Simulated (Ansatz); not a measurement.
Program: Ansatz. Geometries: PBE0-D4/def2-TZVP. ΔE: electronic, gas phase. CCSD(T)/CBS is the MP2 limit (def2-TZVPP, def2-QZVPP) plus CCSD(T) − MP2 in def2-TZVPP, frozen cores. DFT in def2-TZVPP. Elements past krypton have def2 core potentials. For Se, Sn outer-core shells are correlated without core-valence functions, which leaves a few kJ/mol of doubt a bond. Scalar relativity is left out up to krypton. One conformer a species, not always the lowest.

`[OH][SnH2][SeH]` + `CN[SiH3]` → `C[NH][SnH2][OH]` + `[SiH3][SeH]`  (redistribution)

| level | ΔE (kJ/mol) |
| --- | --- |
| PBE | 67.0 |
| PBE0 | 71.1 |

Q: What does CCSD(T)/CBS give? (Estimate.)

A: The calculation gave: +67.7 kJ/mol. The listed levels differ from it by -0.7, 3.4 kJ/mol.

Largest T1 diagnostic among the species: 0.013.

In def2-TZVPP, CCSD(T) changes the Hartree–Fock value by −16.8 kJ/mol (the triples alone add −2.3 kJ/mol) and MP2 by −15.5 kJ/mol. From PBE to PBE0 (25 % exact exchange), in def2-TZVPP and without D4, ΔE moves by +4.2 kJ/mol.
